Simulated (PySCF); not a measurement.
## Diatomics with 92 electrons

CCSD(T) in PySCF with def2-SVP on every atom (core potentials on Hg, Tl), for the lowest determinant that a PBE0 search found; no spin–orbit coupling. All have 92 electrons, 4 of them in the valence shells, and the same state, a singlet (closed shell). For ions De leads to the atom and ion picked by measured ionisation energies and electron affinities.

```
species  difference of nuclear charges  Re (Å)  ωe (cm⁻¹)  k (mdyn/Å)  De (eV)  dissociates to
   MgHg                             68   4.148       29.8      0.0112     0.04         Mg + Hg
   NaTl                             70   3.334        130       0.206     0.70         Na + Tl
  AlHg⁺                             67   3.032        114       0.181     0.37        Al⁺ + Hg
  MgTl⁺                             69   3.407        114       0.165      n/a        Mg + Tl⁺
```

(1) Which member of the whole set has the stiffest bond, and how does it compare with the softest?

Correlated steps freeze the inner cores (1 to 5 orbitals); shallow outer-core shells are correlated. Weak bonds: AlHg⁺, MgHg. Basis-set superposition, not corrected here, can be much of De in a small basis, most of all at correlated wavefunction levels. These are scalar-relativistic numbers at best; spin–orbit coupling would shift them, the dissociation energy most. For an ion De counts to the pair picked by the measured ionisation energies or electron affinities, which need not be the lowest pair at this level. Where the molecule has an RHF reference, its open-shell atoms are computed with UHF.

Answers

(1) NaTl with k = 0.206 mdyn/Å, 18 times that of MgHg.
